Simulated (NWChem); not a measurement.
# Si2H4F2; SMILES F[SiH2][SiH2]F

```xyz
8

Si    -1.1267     0.3411     0.4084
F     -1.9198    -0.3527    -0.8549
Si     1.1267    -0.3411     0.4084
F      1.9198     0.3527    -0.8549
H     -1.2497     1.8348     0.2887
H     -1.7794    -0.1118     1.6880
H      1.2497    -1.8348     0.2887
H      1.7794     0.1118     1.6880
```
Atoms are numbered in this order, from 1.

All runs: NWChem. The geometry was optimised at PBE-D3(BJ)/def2-SVP. Total energies compare along this basis series because the functional is fixed.

```tsv
level	basis functions	energy (Ha)	highest occupied level (eV)	orbital gap (eV)	dipole (D)	relative time
PBE0/cc-pVDZ	84	-780.7267	-8.41	7.64	2.09	1
PBE0/aug-cc-pVDZ	136	-780.7562	-8.56	7.41	2.16	3
PBE0/cc-pVTZ	184	-780.8412	-8.50	7.50	1.97	2
PBE0/aug-cc-pVTZ	284	-780.8477	-8.55	7.35	2.10	10
```

The last column is a rough cost ratio, cheapest run = 1.
